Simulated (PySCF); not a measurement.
Ga(F)(OH)2 (FGaH2O2), SMILES [Ga]([OH])([OH])[F]. Atoms are numbered in the order given.

```xyz
6

Ga    -0.0019    -0.0126     0.0000
F     -1.6555     0.5597     0.0000
O      0.2677    -1.7629     0.0000
H      1.2061    -1.9958     0.0000
O      1.3243     1.1707     0.0000
H      1.0150     2.0868     0.0000
```

The structure is a stationary point at B3LYP-D3(BJ)/def2-SVP. Other conformers were not sampled.

These are B3LYP/def2-TZVPD (PySCF) values and carry that method's errors.

The total energy is -2176.62230 hartree and the point group is Cs. The highest occupied level comes out as -9.16 eV, the lowest empty level comes out as -2.04 eV and the orbital gap comes out as 7.12 eV. The dipole moment is 1.92 D and the quadrupole, principal values (traceless, Buckingham form, about the centre of nuclear charge) comes out as -8.03, 3.98, 4.05 D·Å. The mean static polarisability is 35.3 bohr³ (5.24 Å³) and the polarisability, principal values is 28.7, 36.6, 40.7 bohr³.
